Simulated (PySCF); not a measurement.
C₅H₉N, SMILES C#CCCNC. Geometry optimised at PBE-D3(BJ)/def2-SVP. The values are those of a single conformer.

Computed with PySCF 2.14.0 with PBE-D3(BJ)/def2-SVP.

Harmonic wavenumbers (cm⁻¹): 92, 117, 120, 247, 280, 351, 401, 502, 637, 651, 753, 769, 954, 978, 1007, 1033, 1097, 1126, 1176, 1197, 1251, 1256, 1342, 1390, 1393, 1411, 1424, 1450, 1454, 2169, 2846, 2855, 2949, 2987, 2991, 3007, 3052, 3410, 3427. Rotational constants (GHz): 16.45, 1.351, 1.283; symmetry number 1.

**Question.** Work out the zero-point energy and the ideal-gas rigid-rotor harmonic-oscillator thermochemistry at 298.15 K and 1 atm.

**Answer.** ZPE = ½ Σ hcν = ½ × 55554 cm⁻¹ = 79.42 kcal/mol. H − E(el) = 84.77 kcal/mol. Entropy in cal/(mol K): translation 39.17, rotation 26.82, vibration 17.94, total 83.93. G − E(el) = 59.74 kcal/mol. Cp = 28.44 cal/(mol K). Modes under 150 cm⁻¹ make the vibrational entropy uncertain.
